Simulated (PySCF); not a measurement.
InHFBr, SMILES [InH]([Br])[F]. Atoms are numbered in the order given.

```xyz
4

In    -0.3055     0.7930     0.0000
H     -1.7817     1.6191     0.0000
F      1.3719     1.7697     0.0000
Br     0.1258    -1.6116     0.0000
```

Geometry: PBE0-D3(BJ)/def2-TZVP. The def2 effective core potentials stand for the cores of In; spin–orbit coupling is left out.

Method: TDA-PBE0/def2-SVPD (PySCF).

Vertical excitations. The molecule is in vacuum. State labels are in the subgroup Cs.

Computed excitation energies, oscillator strengths and character:
| state | symmetry | energy (eV) | λ (nm) | f | main pairs |
|---|---|---|---|---|---|
| S1 | A' | 5.38 | 230 | 0.026 | HOMO→LUMO 97 % |
| S2 | A" | 5.42 | 229 | 0.000 | HOMO→LUMO+1 97 % |
| S3 | A" | 5.53 | 224 | 0.021 | HOMO−1→LUMO 96 % |
| S4 | A' | 5.85 | 212 | 0.008 | HOMO−1→LUMO+1 87 % |
| S5 | A" | 6.27 | 198 | 0.005 | HOMO−2→LUMO+1 99 % |
| S6 | A' | 6.80 | 182 | 0.190 | HOMO−2→LUMO 55 %, HOMO−5→LUMO 22 % |
| S7 | A" | 7.13 | 174 | 0.015 | HOMO−3→LUMO 95 % |
| S8 | A" | 7.35 | 169 | 0.015 | HOMO−4→LUMO+1 95 % |
| S9 | A' | 7.37 | 168 | 0.020 | HOMO−4→LUMO 36 %, HOMO→LUMO+2 30 %, HOMO−3→LUMO+1 27 % |
| S10 | A' | 7.43 | 167 | 0.000 | HOMO−3→LUMO+1 48 %, HOMO→LUMO+2 27 %, HOMO−5→LUMO 20 % |
| T1 | A' | 4.92 | 252 | 0 | HOMO→LUMO 95 % |
| T2 | A" | 5.14 | 241 | 0 | HOMO−1→LUMO 97 % |
| T3 | A" | 5.30 | 234 | 0 | HOMO→LUMO+1 98 % |
| T4 | A' | 5.34 | 232 | 0 | HOMO−1→LUMO+1 82 %, HOMO−2→LUMO 16 % |
Triplets are in the Tamm–Dancoff approximation.
